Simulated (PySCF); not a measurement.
## Nuclear quadrupole coupling in `CO[Si@@]([SiH3])(Cl)C(C)C`

Species: C4H13ClOSi2.
Cartesian coordinates in Å at the GFN2-xTB level; atoms count from 1:
```
atom  x, y, z in Å
C1     2.491   -1.723    0.493
O2     1.153   -1.378    0.280
Si3    0.564   -0.066   -0.490
Si4    1.252    1.910    0.500
Cl5    1.220   -0.166   -2.435
C6    -1.314   -0.410   -0.468
C7    -2.064    0.629   -1.295
C8    -1.851   -0.429    0.961
H9     2.513   -2.714    0.945
H10    2.970   -1.005    1.163
H11    3.038   -1.743   -0.452
H12    0.534    3.078   -0.014
H13    2.686    2.175    0.321
H14    1.027    1.872    1.951
H15   -1.505   -1.395   -0.910
H16   -3.132    0.415   -1.304
H17   -1.710    0.638   -2.323
H18   -1.923    1.625   -0.877
H19   -2.916   -0.656    0.966
H20   -1.708    0.540    1.436
H21   -1.335   -1.181    1.552
```

Field gradients from the PBE0/pcSseg-1 density (PySCF, non-relativistic), principal values in atomic units, ordered |Vxx| ≤ |Vyy| ≤ |Vzz|:

```
atom      Vxx      Vyy     Vzz
  O2  -0.5063  -1.1750  1.6813
 Cl5  -0.8799  -1.0518  1.9317
```

Task: Find the asymmetry η = (Vxx − Vyy)/Vzz and the couplings χ = eQV/h (234.96 MHz × Q in barn × V in au), with Q(17O) = −0.0256 b, Q(35Cl) = −0.0817 b.

Result: 
| atom | environment | nucleus | η | χzz (MHz) | χxx (MHz) | χyy (MHz) |
| --- | --- | --- | --- | --- | --- | --- |
| O2 | silyl ether oxygen | 17O | 0.40 | -10.11 | 3.05 | 7.07 |
| Cl5 | silicon-bound chlorine | 35Cl | 0.09 | -37.08 | 16.89 | 20.19 |

Task: What is Vzz at Cl5 in SI units (1 au = 9.71736 × 10²¹ V/m²)?

Result: 1.9317 au = 18.771 × 10²¹ V/m².

Task: And the gradient at the other heavy atoms, for which no coupling is worked out here?

Result: 
```
atom                  environment  Vzz (au)     η
  C1               methoxy carbon     0.425  0.06
 Si3       chlorine-bound silicon     0.617  0.86
 Si4                 SiH3 silicon    -0.020  0.93
  C6  sp3 carbon bound to silicon     0.051  0.65
  C7                methyl carbon     0.063  0.43
  C8                methyl carbon     0.073  0.53
```

Were the hydrogens deuterons (Q(2H) = 0.00286 b), χzz would run from 108 kHz (H14 and H13) to 211 kHz (H21, H16 and H19).

Isolated species at its GFN2-xTB geometry (one conformer only). GFN2-xTB bond lengths can be off by several hundredths of an ångström, more for odd bonds, and the gradients follow them. With so small a basis the couplings can be 20 % off.
